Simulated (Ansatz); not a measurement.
Consider the ligand exchange at the Si–F bond: `O[SiH2][SiH](F)F` + HCl → `O[SiH2][SiH](F)Cl` + H–F.

Calculated with Ansatz (gas phase, PBE0-D4/def2-TZVP geometries, no zero-point term in ΔE). CCSD(T)/CBS is the MP2 limit (def2-TZVPP, def2-QZVPP) plus CCSD(T) − MP2 in def2-TZVPP, frozen cores. This one scheme is used for every species. Functionals use def2-TZVPP. One conformer a species, not always the lowest.

```csv
species,PBE0 energy (Eh)
`O[SiH2][SiH](F)F`,-856.09915
HCl,-460.66547
`O[SiH2][SiH](F)Cl`,-1216.35753
H–F,-100.39405
```

Problem. Work out ΔE.

Solution. ΔE = (-1216.35753) + (-100.39405) − (-856.09915) − (-460.66547) = 0.01304 Eh = +34.2 kJ/mol. CCSD(T)/CBS gives +36.4 kJ/mol.

Largest T1 diagnostic among the species: 0.012.

The D4 term adds −6.8 kJ/mol with B3LYP and −3.6 kJ/mol with PBE0; it sums over pairs of atoms, weighted by their polarisabilities, and B3LYP, whose exchange is more repulsive, gets the larger term. In def2-TZVPP, CCSD(T) changes the Hartree–Fock value by −12.2 kJ/mol (the triples alone add −2.8 kJ/mol) and MP2 by −17.8 kJ/mol.

B3LYP here is the variant with VWN-RPA as its local correlation; programs differ in this.
